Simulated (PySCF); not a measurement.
**Be (beryllium, neutral) across methods**

[He] 2p2, high-spin 3P determinant (an excited configuration). All numbers are calculated (PySCF 2.14, the non-relativistic Hamiltonian (point nucleus), in dyall-av2z (11s7p2d, 42 functions)).

| method | E (hartree) | mean ε 1s α (eV) | mean ε 1s β (eV) | mean ε 2p α (eV) | Σ⟨r²⟩ (bohr²) | ⟨S²⟩ |
| --- | --- | --- | --- | --- | --- | --- |
| r2SCAN | -14.4261 | -110.54 | -110.20 | -3.537 | 21.11 | 2.000 |
| MN15 | -14.4407 | -114.02 | -113.65 | -4.269 | 22.18 | 2.000 |
| UHF | -14.33617 | -130.74 | -130.42 | -6.042 | 22.20 | 2.000 |
| PBE0 | -14.4078 | -113.92 | -113.52 | -4.167 | 21.23 | 2.000 |
| LDA | -14.2279 | -106.74 | -106.33 | -3.400 | 21.38 | 2.000 |
| B97-3 | -14.4324 | -114.53 | -114.29 | -4.134 | 21.01 | 2.000 |
| PBE | -14.4114 | -108.11 | -107.69 | -3.429 | 21.18 | 2.000 |
| wB97X-V | -14.4150 | -115.81 | -115.53 | -5.933 | 21.19 | 2.000 |
| BHandHLYP | -14.4179 | -119.93 | -119.62 | -4.662 | 21.41 | 2.000 |
